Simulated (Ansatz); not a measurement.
`C[Si](F)(F)[SiH3]` → `C[Si]F` + `F[SiH3]` at 700 K and 1 bar (silylene formation by 1,1-elimination).

Program: Ansatz. Geometries: PBE0-D4/def2-TZVP. ΔE: electronic, gas phase. CCSD(T)/CBS is the MP2 limit (def2-TZVPP, def2-QZVPP) plus CCSD(T) − MP2 in def2-TZVPP, frozen cores. This one scheme is used for every species.

```tsv
species	CCSD(T)/CBS energy (Eh)	H − E (kJ/mol)	S (J/(mol·K))
`C[Si](F)(F)[SiH3]`	-819.55181	266.3	502.6
`C[Si]F`	-428.74649	145.4	354.0
`F[SiH3]`	-390.72345	108.4	291.4
```

H − E and S are ideal-gas, rigid-rotor, harmonic terms from PBE0-D4/def2-TZVP. 1 Eh = 2625.50 kJ/mol, R = 8.31446 J/(mol·K).

**Question.** By hand: ΔE, ΔH, ΔS and ΔG.

**Answer.** ΔE = (-428.74649) + (-390.72345) − (-819.55181) = 0.08187 Eh = 214.9 kJ/mol. Δ(H − E) = 145.4 + 108.4 − 266.3 = -12.5, so ΔH = 202.4 kJ/mol. ΔS = 354.0 + 291.4 − 502.6 = 142.8 J/(mol·K). ΔG = 202.4 − 700 × (142.8)/1000 = 102.4 kJ/mol.

**Question.** By hand: the equilibrium constant, and the temperature at which ΔG would vanish if ΔH and ΔS stayed fixed.

**Answer.** log₁₀ K = −ΔG/(RT ln 10) = -7.6. ΔG = 0 at ΔH/ΔS = 1417 K.

The number of gas molecules changes by +1, which sets the sign of ΔS. A doubt of 5 kJ/mol in ΔE shifts log₁₀ K by 0.4 here. These are equilibria of isolated gas molecules and say nothing of rates. Largest T1 diagnostic: 0.014 (customary marks: 0.02 for closed shells, 0.045 for open ones).
